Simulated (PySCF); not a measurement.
These 2 structures share the formula C7H13P. Computed with PySCF, PBE0-D3(BJ)/def2-SVP geometry optimisation, gas phase. One conformer each; no zero-point energy, no entropy. No frequencies were run at this level. Point groups hold within 0.08 Å.

Question: Rank from lowest to highest electronic energy at this level (kJ/mol).
A. `[CH3:1][C:2]1=[C:3]([CH3:4])[CH2:5][P:6]([CH3:7])[CH2:8]1` with C2–C3–C5–P6 13°, C3–C5–P6–C7 82°, C5–P6–C8–C2 16°, C1–C2–C8–P6 169°
B. `[CH2:1]1[CH2:2][CH:3]2[CH2:4][CH2:5][CH2:6][P:7]2[CH2:8]1` with C8–C1–C2–C3 -49°, C1–C2–C3–C4 -79°, C2–C3–C4–C5 138°, C3–C4–C5–C6 -45°

Answer: B (0.0), A (51.9).

As drawn, the higher has a C=C bond outside aromatic rings, which the lower lacks.

```tsv
SMILES	E (Eh)	E rel (kJ/mol)	dipole (D)	point group	A, B, C (MHz)
C1CC2CCCP2C1	-615.19770	0.0	1.48	C1	2590, 1758, 1356
CC1=C(C)CP(C)C1	-615.17792	51.9	1.56	Cs	2473, 1362, 1075
```

How do the relative energies change in single points at PBE0/pcSseg-1 (no added dispersion term) on the same geometries?

| SMILES | PBE0-D3(BJ)/def2-SVP (kJ/mol) | PBE0/pcSseg-1 (kJ/mol) | shift |
| --- | --- | --- | --- |
| C1CC2CCCP2C1 | 0.0 | 0.0 | 0.0 |
| CC1=C(C)CP(C)C1 | 51.9 | 41.0 | -10.9 |

Each column counts from its own lowest isomer. The order is unchanged; the largest shift is 10.9 kJ/mol.
